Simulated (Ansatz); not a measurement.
Cartesian coordinates in Å:
```
B -1.036 1.185 -0.011
O 0.196 0.762 -0.326
Ge 0.865 -0.880 -0.027
H -1.826 0.447 0.528
H -1.326 2.319 -0.282
H 2.098 -0.677 0.861
H 1.247 -1.436 -1.404
H -0.219 -1.721 0.661
```

The species carries charge 0 and has multiplicity 1.

Question: List the B3LYP/def2-TZVPP orbital energies in eV (Ansatz 0.2.0). (Best estimate.)

Answer: Computed: Occupied: -10850.98, -1355.32, -1206.23, -1206.21, -1206.21, -520.89, -184.00, -169.90, -120.20, -120.11, -120.11, -33.87, -33.71, -33.70, -33.63, -33.62, -27.25, -16.24, -13.55, -11.66, -11.17, -10.96, -9.61, -9.26, -7.96. Lowest empty: -0.58, -0.21, 0.49, 1.32, 1.33, 2.31, 2.61, 3.14.

B3LYP here is the variant with VWN-RPA as its local correlation; programs differ in this.
